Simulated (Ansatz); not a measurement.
Mulliken charges of `N=C=CBr` from r2SCAN/def2-TZVPP in Ansatz (PBE0-D4/def2-TZVP geometry).

```csv
atom,x (Å),y (Å),z (Å),charge (e)
N1,1.151,0.227,-1.166,-0.232
C2,0.350,0.122,-0.257,0.094
C3,-0.405,-0.029,0.797,-0.134
Br4,-1.232,-1.680,1.154,-0.044
H5,0.778,0.526,-2.066,0.199
H6,-0.601,0.772,1.492,0.118
```

**Question.** By hand: the dipole of these point charges (1 e Å = 4.8032 D).

**Answer.** Σ q r = (-0.042, 0.232, -0.146) e Å, of length 0.277 e Å = 1.33 D.

**Question.** How does the dipole of the full density compare? (An estimate is asked.)

**Answer.** Ansatz gave: (-0.118, 0.304, -0.200) e Å, 1.84 D; the point charges give 0.72 times that, at 9° from its direction.

Point charges leave out the atoms' own dipoles, such as those of lone pairs, and Mulliken's split depends on the basis, so the two needn't agree.
